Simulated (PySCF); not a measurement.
H6PSi2, SMILES [SiH3][P][SiH3], multiplicity 2.

Geometry: B3LYP-D3(BJ)/def2-SVP. The isomer is the one that the SMILES or the coordinates give; other isomers of the formula were not compared.

Level of theory: B3LYP-D3(BJ)/def2-SVP run with PySCF.

Frequencies are harmonic and unscaled.

**Question.** Give all harmonic wavenumbers and intensities. (The exact figures need the calculation; the answer reports its results.)

**Answer.** 
```tsv
mode	ν (cm⁻¹)	IR (km/mol)	moving atoms (share of kinetic energy)
1	58	0.0	H 95 %
2	82	0.2	H 89 %
3	133	0.5	Si 60 %, H 23 %, P 17 %
4	424	0.0	Si 48 %, P 42 %, H 10 %
5	447	7.4	P 46 %, Si 45 %, H 9 %
6	492	40.5	H 89 %
7	522	0.0	H 90 %, Si 9 %
8	548	21.1	H 85 %, Si 9 %
9	625	3.9	H 81 %, Si 12 %
10	878	402.8	H 93 %
11	920	153.9	H 92 %
12	932	85.1	H 97 %
13	939	18.1	H 97 %
14	944	13.5	H 97 %
15	946	82.5	H 97 %
16	2196	18.2	H 98 %
17	2202	10.5	H 96 %
18	2203	81.5	H 98 %
19	2208	172.4	H 96 %
20	2229	176.1	H 96 %
21	2230	35.8	H 96 %
```
